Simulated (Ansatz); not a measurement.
```yaml
crystal:
  periodic: [false, false, false]
  atoms:
    - {symbol: C, position_ang: [-0.226931, 0.723222, 0.889020]}
    - {symbol: Si, position_ang: [0.146022, -0.402240, -0.487190]}
    - {symbol: Cl, position_ang: [1.325368, -1.931393, 0.156244]}
    - {symbol: Cl, position_ang: [-1.559901, -1.206344, -1.263979]}
    - {symbol: Cl, position_ang: [1.101288, 0.602769, -1.977476]}
    - {symbol: H, position_ang: [-0.290530, 0.370998, 1.912633]}
    - {symbol: H, position_ang: [-0.434017, 1.774988, 0.725148]}
basis:
  gaussian: {orbitals: pcseg-2}
magnetization: {spin_polarized: true, initial_magnetization: 1}
hamiltonian: {xc: {name: HF}}
correlation: {active_space: {window: {electrons: 3, orbitals: 2}}}
```

```sh
$ ansatz run in.yaml --threads 4 --pin off --events-out ev --progress --plain --max-ram 10444MiB
```

How does Ansatz answer? (Best estimate.)

Ansatz gave: The program refused the input.
```
Error: invalid value for `correlation.active_space`: it starts from restricted Hartree–Fock orbitals; set hamiltonian.xc: hf without magnetization.spin_polarized
```
